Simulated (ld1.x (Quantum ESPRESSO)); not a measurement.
## Scattering properties, ultrasoft potential for Cl (Z = 17)

```
Element                 : Cl (Z = 17)
Generator               : ld1.x (Quantum ESPRESSO) 7.5
Type                    : ultrasoft
Functional              : PBE
Relativity              : non-relativistic
Frozen core             : [Ne]
Valence charge          : 7
Reference configuration : 3s2 3p5
Partial waves           : 3s (bound): rcut 0.95, rcutus 1.20 bohr; 3s channel at 1.65 Ry: rcut 0.95, rcutus 1.20 bohr; 3p (bound): rcut 1.55, rcutus 1.75 bohr; 3p channel at 0.5 Ry: rcut 1.55, rcutus 1.75 bohr
Local potential         : all-electron potential smoothed inside 1.10 bohr (lloc = -1)
Core correction         : Bessel-smoothed model core, default radius (core density twice the valence density)
Augmentation charge     : built from norm-conserving waves at rcut, not smoothed further
```

The phase is arctan(r·u′/u) with u = r·R(r), unwrapped; energies in Ry, scanned from -4 to 5 Ry. A pole is an energy at which the radial function vanishes at the test radius. The pseudo phase is shifted by a multiple of π to meet the all-electron one at the reference energy, and phase errors are pseudo minus all-electron; the curves can meet again beyond the range given. Levels narrower than the energy grid can be missing from the lists of poles.

```
channel  radius (bohr)  reference energy (Ry)  poles, all-electron  poles, pseudo  unbroken range about the reference energy with phases within 0.05 rad  phase error 1 Ry above the reference energy (rad)
      s           1.91                  -1.51                 0.17           0.17                                                        the whole range                                             -0.000
      p           1.91                  -0.63                 1.44           1.44                                                        the whole range                                             -0.000
```

Phases in the p channel:

```
E (Ry)  all-electron  pseudo
 -4.00         1.250   1.250
 -3.52         1.215   1.215
 -3.04         1.166   1.166
 -2.56         1.093   1.093
 -2.08         0.970   0.970
 -1.60         0.729   0.728
 -1.12         0.174   0.174
 -0.64        -0.668  -0.668
 -0.16        -1.148  -1.148
  0.32        -1.362  -1.362
  0.80        -1.477  -1.477
  1.28        -1.551  -1.551
  1.76        -1.606  -1.606
  2.24        -1.651  -1.651
  2.72        -1.692  -1.692
  3.20        -1.732  -1.732
  3.68        -1.775  -1.776
  4.16        -1.825  -1.828
  4.64        -1.889  -1.894
```
